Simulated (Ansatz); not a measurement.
`C[Si](N)(O)S` + H–F → `C[Si](N)(O)F` + H₂S  (ligand exchange at the Si–S bond)

Gas-phase electronic energies from Ansatz, PBE0-D4/def2-TZVP geometries. CBS: MP2 limit from def2 TZ/QZ plus the TZ coupled-cluster correction, frozen cores. This one scheme is used for every species. DFT in def2-TZVPP. Each species was taken in one conformer, which may not be the lowest.

| level | ΔE (kJ/mol) |
| --- | --- |
| r2SCANh | -102.5 |
| SCS-MP2/def2-TZVPP | -102.0 |

(1) What does CCSD(T)/CBS give? (Best estimate.)

Largest T1 diagnostic among the species: 0.011.

Results:

(1) Computed: -96.4 kJ/mol. The listed levels differ from it by -6.1, -5.6 kJ/mol.

At CCSD(T), def2-SVP lies −9.8 kJ/mol from the extrapolated value and def2-TZVPP −4.1 kJ/mol. From BLYP to BHLYP (50 % exact exchange), in def2-TZVPP and without D4, ΔE moves by −5.9 kJ/mol.

CCSD(T)/CBS has its own doubt, a few kJ/mol and more with outer-core shells, so smaller differences from it don't rank the levels.
